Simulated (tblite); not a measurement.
C4H12OP2Si.
Structure used (GFN2-xTB), in Å, numbered top down from 1:
```xyz
20
C4H12OP2Si angstrom
C     -2.5907   -1.0249   -0.5179
P     -1.0149   -0.3008   -1.1489
C     -1.4821    1.4876   -1.0622
P     -0.0685   -0.2681    0.8330
O     -0.9089    0.0652    2.0039
C      1.3328   -1.4072    0.9723
C      1.7090    0.0931    0.8000
Si     2.6417    0.5849   -0.7553
H     -2.8687   -0.5584    0.4275
H     -2.4622   -2.0964   -0.3681
H     -3.3760   -0.8692   -1.2570
H     -0.5948    2.0990   -1.2223
H     -2.2055    1.7103   -1.8461
H     -1.9136    1.7193   -0.0884
H      1.5277   -1.8438    1.9439
H      1.5935   -2.0553    0.1478
H      2.0402    0.5604    1.7226
H      2.0139   -0.0375   -1.9223
H      2.6032    2.0443   -0.8758
H      4.0185    0.1080   -0.6094
```

Calculated harmonic vibrations of the isolated species, GFN2-xTB (tblite), most abundant isotopes, no scaling. Against measured fundamentals such values can be off by several per cent, at times by over 20. Modes of hydrogen on silicon can be 10 to 20 % off. One conformer, not necessarily the lowest.

Harmonic wavenumbers (cm⁻¹): 26.6, 63.5, 91.8, 103.0, 144.9, 157.3, 175.0, 185.2, 215.8, 244.1, 269.5, 299.0, 319.0, 436.6, 521.1, 552.7, 669.5, 698.0, 709.7, 740.6, 752.5, 765.9, 781.3, 789.0, 800.7, 830.0, 860.1, 895.1, 923.2, 948.0, 982.0, 1015.1, 1088.5, 1194.5, 1231.0, 1314.0, 1316.5, 1395.9, 1425.0, 1438.1, 1439.4, 1447.9, 2253.9, 2258.9, 2260.9, 2983.7, 2987.7, 2996.3, 2997.7, 3002.4, 3008.3, 3009.0, 3038.8, 3064.3.

A = 1704, B = 899.8, C = 728.7 MHz; mass 166.013 u (most abundant isotopes); point group C1, symmetry number 1.

Task: What is the zero-point energy?

Result: Half the sum of the wavenumbers: 32059 cm⁻¹ = 383.51 kJ/mol.

Task: Entropy at 200 K, 1 bar (ideal gas, RRHO, classical rotation)?

Result: Translation 164.31, rotation 120.72, vibration 116.18: S = 401.2 J/(mol K).

Task: And Cp and H(200 K) − H(0)?

Result: Cp = 149.76 J/(mol K), of which vibrations give 116.50 (their classical limit is 54 R = 449.0); H(200 K) − H(0) = 19.00 kJ/mol without the zero-point energy, 12.35 from vibrations.

Task: Blend soft modes into free rotors: weight 1/[1 + (100 cm⁻¹/ν̃)⁴] for the oscillator and the rest for a rotor with moment μB/(μ + B), μ = h/(8π²ν), B = 10⁻⁴⁴ kg m². What vibrational entropy results?

Result: 107.04 J/(mol K) in place of 116.18, which changes −T·S at 200 K by +1.83 kJ/mol.

Task: What must be added to the electronic energy to get the Gibbs energy at 200 K and 1 bar?

Result: ZPE + [H(200 K) − H(0)] − T·S = 383.51 + 19.00 − 80.24 = 322.27 kJ/mol.

Hindered rotation and anharmonicity are outside this model. Other conformers, if any are populated, would add a mixing term that is left out. The structure is chiral; the term R ln 2 for an equal mix with its mirror image is left out.
